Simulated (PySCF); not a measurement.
Compound: C5H9NSi.
Cartesian coordinates in Å at the PBE0-D3(BJ)/def2-SVP level; atoms count from 1:
```xyz
16
C5H9NSi angstrom
C     -2.5275    0.4490   -0.1827
Si    -1.3069   -0.8790    0.2996
N      0.3542   -0.2818    0.0963
C      1.3384   -0.8620   -0.6780
C      2.4926   -0.1250   -0.5608
C      2.2112    0.9543    0.3246
C      0.8969    0.8285    0.7087
H     -2.4269    0.6971   -1.2500
H     -2.3567    1.3676    0.3996
H     -3.5604    0.1161    0.0041
H     -1.3970   -2.0752   -0.5847
H     -1.5094   -1.2853    1.7221
H      1.1325   -1.7605   -1.2571
H      3.4374   -0.3349   -1.0588
H      2.8977    1.7365    0.6438
H      0.3021    1.4473    1.3791
```

Computed with PySCF at wB97X-D/def2-SVPD, non-relativistic, on one gas-phase PBE0-D3(BJ)/def2-SVP geometry that isn't relaxed in the solvent. The solvent is an IEF-PCM continuum (cavity from Bondi-type radii × 1.2), and excitations are vertical TDDFT with non-equilibrium linear response and a frozen core. The model holds no explicit solvent molecules, cavitation or dispersion.

Gas-phase singlets (H = HOMO, L = LUMO):

```csv
state,E (eV),λ (nm),f,leading configuration
S1,6.179,201,0.039,H→L 50%
S2,6.305,197,0.058,H→L+2 49%
S3,6.505,191,0.038,H-1→L+2 29%
S4,6.790,183,0.048,H→L 30%
S5,7.011,177,0.026,H→L+4 33%
```

Task: Give the list for chloroform (ε = 4.711), n² = 2.09.

Result: 
```
state  E (eV)  λ (nm)      f  leading configuration  change by rank (eV)
   S1   6.181     201  0.134                H→L 58%               +0.002
   S2   6.357     195  0.015              H→L+1 75%               +0.052
   S3   6.533     190  0.047              H-1→L 28%               +0.028
   S4   7.012     177  0.141              H→L+2 31%               +0.222
   S5   7.139     174  0.049              H→L+4 40%               +0.128
```

Task: How do the frontier levels move from gas to chloroform?

Result: 
```csv
orbital,gas (eV),solvent (eV),change (eV),"Löwdin shares, gas","Löwdin shares, solvent"
LUMO+2,2.47,2.54,+0.07,"C7 15 %, N3 14 %, C4 14 %, C6 9 %","Si2 21 %, C1 16 %, H11 9 %, H12 8 %"
LUMO+1,2.38,2.46,+0.08,"Si2 34 %, H11 12 %, H12 12 %, C1 8 %","Si2 16 %, C4 15 %, C7 13 %, N3 9 %"
LUMO,2.02,2.17,+0.15,"Si2 32 %, C1 17 %, H10 7 %, H12 7 %","Si2 28 %, C1 10 %, C7 10 %, C4 7 %"
HOMO,-7.96,-8.07,-0.11,"C7 27 %, C4 27 %, C5 15 %, C6 14 %","C7 27 %, C4 27 %, C5 16 %, C6 15 %"
HOMO-1,-8.82,-8.92,-0.10,"N3 28 %, C6 24 %, C5 23 %, C7 6 %","N3 28 %, C6 24 %, C5 23 %, C4 6 %"
HOMO-2,-11.44,-11.27,+0.17,"C1 35 %, Si2 25 %, H12 11 %, H8 5 %","C1 37 %, Si2 25 %, H12 7 %, H11 6 %"
HOMO-3,-11.57,-11.42,+0.15,"Si2 34 %, H11 25 %, H12 17 %, C1 9 %","Si2 34 %, H11 23 %, H12 20 %, C1 8 %"
```

The HOMO–LUMO gap goes from 9.98 to 10.24 eV. Rows go by rank; for LUMO, LUMO+1 and LUMO+2 the atom shares or the degeneracy differ between the runs, so the row needn't follow one orbital.

The run took 28 s of wall time on AMD EPYC 7B13, one thread, shared host, and the process peaked at 1.0 GiB of memory. This is the whole response run at wB97X-D/def2-SVPD in chloroform, SCF included.
